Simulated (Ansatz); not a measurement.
Reaction (redistribution): `[SiH3]B(Cl)[SeH]` + `CO[Si](N)(O)[SiH3]` → `N[Si](O)([SiH3])O[SiH3]` + `CB(Cl)[SeH]`

Gas-phase electronic energies from Ansatz, PBE0-D4/def2-TZVP geometries. CCSD(T)/CBS is the MP2 limit (def2-TZVPP, def2-QZVPP) plus CCSD(T) − MP2 in def2-TZVPP, frozen cores. DFT in def2-TZVPP. B3LYP here is the variant with VWN-RPA as its local correlation; programs differ in this. For Se outer-core shells are correlated without core-valence functions, which leaves a few kJ/mol of doubt a bond. Scalar relativity is left out up to krypton. One conformer a species, not always the lowest.

| level | ΔE (kJ/mol) | difference from CCSD(T)/CBS |
| --- | --- | --- |
| PBE-D4 | -197.0 | 25.1 |
| r2SCAN-D4 | -217.7 | 4.4 |
| PBE0-D4 | -208.4 | 13.7 |
| B3LYP-D4 | -216.9 | 5.2 |
| ωB97X-V | -215.9 | 6.2 |
| ωB97M-V | -223.1 | -1.0 |
| B2PLYP | -222.7 | -0.6 |
| PBE | -196.7 | 25.4 |
| r2SCAN | -217.5 | 4.6 |
| PBE0 | -208.1 | 14.0 |
| B3LYP | -216.6 | 5.5 |
| MP2/def2-TZVPP | -231.7 | -9.6 |
| HF/def2-QZVPP | -240.5 | -18.4 |
| MP2/def2-QZVPP | -234.1 | -12.0 |
| SCS-MP2/def2-QZVPP | -231.2 | -9.1 |
| CCSD/CBS(def2) | -226.1 | -4.0 |
| CCSD(T)/CBS | -222.1 | 0 |

Largest T1 diagnostic among the species: 0.013.

In def2-TZVPP, CCSD(T) changes the Hartree–Fock value by +19.1 kJ/mol (the triples alone add +4.0 kJ/mol) and MP2 by +6.7 kJ/mol. From PBE to PBE0 (25 % exact exchange), in def2-TZVPP and without D4, ΔE moves by −11.4 kJ/mol.
